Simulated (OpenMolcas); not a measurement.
## Xe³⁺: effect of the basis set

| Item | Value |
| --- | --- |
| Program | OpenMolcas 26.06 |
| Method | CASSCF |
| Active space | 5 electrons in 4 orbitals (5s 5p) |
| State averaging | 2S+1 = 4 odd, 1 root; 2S+1 = 2 odd, 11 roots; 2S+1 = 4 even, 3 roots; 2S+1 = 2 even, 9 roots |
| Spin-orbit coupling | state interaction with AMFI integrals over the reference wave functions, term energies averaged over their components |

A. ANO-R1 [6s5p3d1f], X2C, finite nucleus; cost of the order of 11 core-seconds
B. ANO-RCC-VDZP [6s5p3d1f], DKH2, point nucleus; cost about 11 core-seconds
C. ANO-RCC-VTZP [7s6p4d2f1g], DKH2, point nucleus; cost roughly 13 core-seconds
D. ANO-R2 [7s6p4d2f1g], X2C, finite nucleus; cost about 10 core-seconds
E. ANO-RCC-VQZP [8s7p5d3f2g], DKH2, point nucleus; cost of the order of 16 core-seconds
F. ANO-R3 [8s7p5d4f3g2h], X2C, finite nucleus; cost roughly 30 core-seconds

Energies in cm-1 above 5s2 5p3 4S* 3/2, the measured ground level; measured values from Saloman, J. Phys. Chem. Ref. Data 33, 765 (2004).

```
                 Level       A       B       C       D       E       F  Measured
       5s2 5p3 4S* 3/2     0.0     0.0     0.0     0.0     0.0     0.0       0.0
5s2 5p3 2D* 3/2 [73 %]   16765   16624   17053   17057   17026   17038     13267
       5s2 5p3 2D* 5/2   21668   21605   21528   21537   21570   21549     17511
       5s2 5p3 2P* 1/2   29889   29832   29980   30020   30022   30010     28036
5s2 5p3 2P* 3/2 [70 %]   37370   37513   36512   36566   36681   36606     35650
         5s 5p4 4P 5/2  102829  103452  103185  103418  103213  103441     99664
         5s 5p4 4P 3/2  110410  111179  110083  110331  110186  110368    106923
         5s 5p4 4P 1/2  113106  113886  112682  112930  112790  112965    109254
         5s 5p4 2D 3/2  143193  143555  143469  143602  143497  143718    121929
         5s 5p4 2D 5/2  144718  145141  144772  144914  144835  145040    125475
         5s 5p4 2S 1/2  162091  162297  162574  162705  162587  162814    150737
         5s 5p4 2P 3/2  175978  175915  176000  175985  175976  176215    165995
         5s 5p4 2P 1/2  185734  185847  184958  184976  185078  185256    177951
           5p5 2P* 3/2  273806  275107  275247  275322  275233  275717          
           5p5 2P* 1/2  286305  287834  286753  286854  286893  287305
```

Deviations, from unrounded energies. A percentage is the sum of absolute deviations over the sum of measured energies, with the sign that they share, or ± where signs differ.

```tsv
Against measurement	Levels	A	B	C	D	E	F
mean absolute deviation (cm-1)	12	7600	7900	7500	7600	7600	7700
other terms of the ground configuration (%)	4	+11.9	+11.8	+11.2	+11.3	+11.5	+11.4
other configurations (%)	8	+7.6	+7.9	+7.5	+7.7	+7.6	+7.7
```

A, B, C, D, E, F lie about equally close to measurement. The largest miss of C in the table is 5s 5p4 2D 3/2, by +22000 cm-1. The ranking rests on the paired levels alone, and a cruder setting can come out closer through cancelling errors.

Among A to F the level of the table that moves most is 5p5 2P* 3/2, by 1900 cm-1 (lowest in A, highest in F).

Terms of s pⁿ other than that of highest spin mix with s² pⁿ⁻² d, which this space lacks; all of them can be thousands of cm-1 off, and some have no real level of that name. The basis is small and was not contracted for so high a charge (holds for A; B). Computed and measured levels are paired by configuration, term and J; levels that our copy of the source lacks, or whose pairing is in doubt (as where it misses far off the trend of its configuration), stay unpaired and out of the deviations. Levels of configurations outside the active space are missing.

A share in square brackets marks a mixed level and gives the weight of the term that names it, the lowest over the columns. * marks odd parity.
